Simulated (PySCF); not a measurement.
Two species compared at the same levels of theory.

First species: C6H9NO.
Z-matrix (Å and degrees, GFN2-xTB geometry), rows numbered from 1:
```
C 
C   1  1.3192
C   2  1.5011  1  124.39
C   3  1.4983  2  110.17  1  -115.76
C   4  1.3260  3  123.85  2  -117.39
N   5  1.3921  4  124.00  3   179.77
C   6  1.3557  5  123.18  4   178.61
O   7  1.2034  6  125.52  5     0.64
H   1  1.0768  2  122.12  3   179.30
H   1  1.0783  2  121.67  3    -1.17
H   2  1.0822  1  120.63  3  -178.67
H   3  1.0934  2  109.37  1     4.78
H   3  1.0923  2  109.67  1   123.89
H   4  1.0825  3  115.74  2    61.27
H   5  1.0800  4  123.08  3    -1.00
H   6  1.0097  5  117.22  4    -0.74
H   7  1.1063  6  111.56  5  -179.37
```

Second species: C4H7Cl2NSi.
SMILES with atom numbers: `[N:1]#[C:2][CH2:3][Si@@H:4]([Cl:5])[CH2:6][CH2:7][Cl:8]` (hydrogens: H9, H10 on C3; H11 on Si4; H12, H13 on C6; H14, H15 on C7)

Cartesian coordinates in Å at the GFN2-xTB level; atoms count from 1:
```
atom  x, y, z in Å
N1    -1.881    0.285   -2.418
C2    -1.663   -0.339   -1.483
C3    -1.363   -1.089   -0.306
Si4   -0.593    0.027    1.057
Cl5   -0.029   -1.182    2.567
C6     0.893    1.032    0.384
C7     1.566    0.431   -0.837
Cl8    2.099   -1.240   -0.498
H9    -2.284   -1.543    0.062
H10   -0.675   -1.894   -0.573
H11   -1.613    0.964    1.530
H12    0.561    2.035    0.109
H13    1.634    1.151    1.175
H14    2.459    0.990   -1.118
H15    0.884    0.382   -1.685
```

Levels: CAM-B3LYP/def2-SVPD for dipole moment, HOMO energy, LUMO energy, HOMO–LUMO gap, static isotropic polarisability and electronic spatial extent ⟨r²⟩ about the centre of nuclear charge; TDDFT CAM-B3LYP/def2-SVPD for lowest singlet excitation; TDA CAM-B3LYP/def2-SVPD for lowest triplet excitation (Tamm–Dancoff); GFN2-xTB for rotational constant A and rotational constant C. Geometries: GFN2-xTB. Each structure is a single optimised conformer of the isolated species, non-relativistic unless stated. Electronic properties by PySCF.

The conformers computed, where there is a choice (atom-mapped SMILES and torsion angles):
- `[CH2:1]=[CH:2][CH2:3]/[CH:4]=[CH:5]/[NH:6][CH:7]=[O:8]`: C1–C2–C3–C4 -116°, C2–C3–C4–C5 -117°, C4–C5–N6–C7 179°, C5–N6–C7–O8 1°
- `[N:1]#[C:2][CH2:3][Si@@H:4]([Cl:5])[CH2:6][CH2:7][Cl:8]`: C2–C3–Si4–Cl5 -174°, C3–Si4–C6–C7 -23°, Si4–C6–C7–Cl8 -56°

```tsv
property	column X	column Y
dipole moment	2.13 D	3.61 D
HOMO energy	-10.04 eV	-7.98 eV
LUMO energy	0.83 eV	0.50 eV
HOMO–LUMO gap	10.87 eV	8.48 eV
lowest singlet excitation	7.42 eV	5.51 eV
lowest triplet excitation (Tamm–Dancoff)	6.38 eV	3.84 eV
static isotropic polarisability	99.6 au	91.3 au
electronic spatial extent ⟨r²⟩ about the centre of nuclear charge	1693 bohr²	1678 bohr²
rotational constant A	1.222 GHz	8.764 GHz
rotational constant C	0.694 GHz	0.658 GHz
```

Problem. Which column belongs to which species?

Solution. Column X is the second species and column Y the first. The first has 17 atoms and 60 electrons, the second 15 and 86.

Problem. How does each property change from the first species to the second?

Solution. dipole moment -1.48 D; HOMO energy -2.06 eV; LUMO energy +0.33 eV; HOMO–LUMO gap +2.39 eV; lowest singlet excitation +1.91 eV; lowest triplet excitation (Tamm–Dancoff) +2.54 eV; static isotropic polarisability +8.3 au; electronic spatial extent ⟨r²⟩ about the centre of nuclear charge +15 bohr²; rotational constant A -7.542 GHz; rotational constant C +0.036 GHz.

On the first: The polarisability is 13.53 Å³ as a volume (1 au = 0.148185 Å³), or 1.52 au for each of the 60 electrons. A dipole of 3.61 D is allowed in C1, and pure rotational transitions are dipole-allowed.

On the second: The dipole equals about 7.1 × 10⁻³⁰ C·m (1 D = 3.33564 × 10⁻³⁰ C·m). The 8 singlets span 7.42 to 8.16 eV, and their oscillator strengths add up to 0.11.
